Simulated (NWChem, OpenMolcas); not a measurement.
## How basis sets differ on GeH3O2F (SMILES [OH][GeH]([OH])[F])

GeH3O2F has 7 atoms, charge 0, and is taken as a singlet. As SMILES, `[OH][GeH]([OH])[F]`. The shape is that of a PBE0-D4/def2-TZVP optimisation. This is one conformer, not always the lowest.

Quantity: the HOMO–LUMO gap, in eV. The values are calculated.

| level | kind | program | value (eV) | CPU time |
| --- | --- | --- | --- | --- |
| HF/ANO-R0 (sfX2C) | Hartree–Fock | OpenMolcas | 15.94 | 3.1 s |
| HF/STO-3G | Hartree–Fock | NWChem | 20.39 | 4 s |
| HF/3-21G | Hartree–Fock | OpenMolcas | 18.02 | 3 s |
| HF/6-31G* (RICD fitting, Cartesian functions) | Hartree–Fock | OpenMolcas | 17.50 | 3.1 s |
| HF/def2-SVP | Hartree–Fock | OpenMolcas | 17.67 | 9.6 s |

All-electron rows without a relativistic Hamiltonian named are non-relativistic. The values span 15.94 to 20.39 eV. A Hartree–Fock LUMO above zero doesn't converge with the basis: it sinks as sets grow more diffuse. Orbital gaps aren't excitation energies. CPU times are rough (shared hosts, several kinds of processor and program).
